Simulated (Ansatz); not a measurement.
`B[SiH2]N[SiH2]F` → `B[SiH2]N` + `F[SiH]` at 298.15 K and 1 bar (silylene formation by 1,1-elimination).

Gas-phase electronic energies from Ansatz, PBE0-D4/def2-TZVP geometries. CBS: MP2 limit from def2 TZ/QZ plus the TZ coupled-cluster correction, frozen cores. This one scheme is used for every species. Each species was taken in one conformer, which may not be the lowest.

```json
{"species": "`B[SiH2]N[SiH2]F`", "CCSD(T)/CBS energy (Eh)": "-761.73684", "H − E (kJ/mol)": "220.0", "S (J/(mol·K))": "361.2"}
{"species": "`B[SiH2]N`", "CCSD(T)/CBS energy (Eh)": "-372.16627", "H − E (kJ/mol)": "181.6", "S (J/(mol·K))": "304.5"}
{"species": "`F[SiH]`", "CCSD(T)/CBS energy (Eh)": "-389.46371", "H − E (kJ/mol)": "32.3", "S (J/(mol·K))": "239.1"}
```

H − E and S are ideal-gas, rigid-rotor, harmonic terms from PBE0-D4/def2-TZVP, for one conformer and one mirror image of each species. 1 Eh = 2625.50 kJ/mol, R = 8.31446 J/(mol·K).

Problem. By hand: ΔE, ΔH, ΔS and ΔG.

Solution. ΔE = (-372.16627) + (-389.46371) − (-761.73684) = 0.10686 Eh = 280.6 kJ/mol. Δ(H − E) = 181.6 + 32.3 − 220.0 = -6.1, so ΔH = 274.5 kJ/mol. ΔS = 304.5 + 239.1 − 361.2 = 182.4 J/(mol·K). ΔG = 274.5 − 298.15 × (182.4)/1000 = 220.1 kJ/mol.

Problem. By hand: the equilibrium constant, and the temperature at which ΔG would vanish if ΔH and ΔS stayed fixed.

Solution. log₁₀ K = −ΔG/(RT ln 10) = -38.6. ΔG = 0 at ΔH/ΔS = 1505 K.

The number of gas molecules changes by +1, which sets the sign of ΔS. A doubt of 5 kJ/mol in ΔE shifts log₁₀ K by 0.9 here. Other conformers and mirror images would add mixing entropy, several J/(mol·K) or more a flexible species. Modes under 60 cm⁻¹, often nearly free rotors, make the harmonic entropy too high. These are equilibria of isolated gas molecules and say nothing of rates. Largest T1 diagnostic: 0.015 (customary marks: 0.02 for closed shells, 0.045 for open ones).
